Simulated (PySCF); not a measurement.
BrHOS₂W, SMILES [O]=[W](=[S])([SH])[Br], multiplicity 1. Atoms are numbered in the order given.

```xyz
6

W      0.1785    -0.3329    -0.0514
O      1.2009    -0.8904    -1.2965
S      1.1262    -0.6214     1.8451
Br    -0.3297     2.0204    -0.4055
S     -1.7192    -1.6989     0.0118
H     -1.7904    -1.8351    -1.3380
```

Geometry optimised at B3LYP-D3(BJ)/def2-SVP. The spin state was assumed, not searched. The def2 effective core potentials stand for the cores of W; spin–orbit coupling is left out. The values are those of a single conformer.

Calculation: PySCF with CAM-B3LYP/def2-TZVP.

total energy: -3513.78531 hartree
highest occupied level: -9.37 eV
lowest empty level: -2.42 eV
orbital gap: 6.95 eV
dipole moment: 2.00 D
quadrupole, principal values (traceless, Buckingham form, about the centre of nuclear charge): -6.95, -0.83, 7.77 D·Å
mean static polarisability: 102.7 bohr³ (15.22 Å³)
polarisability, principal values: 80.5, 113.0, 114.7 bohr³
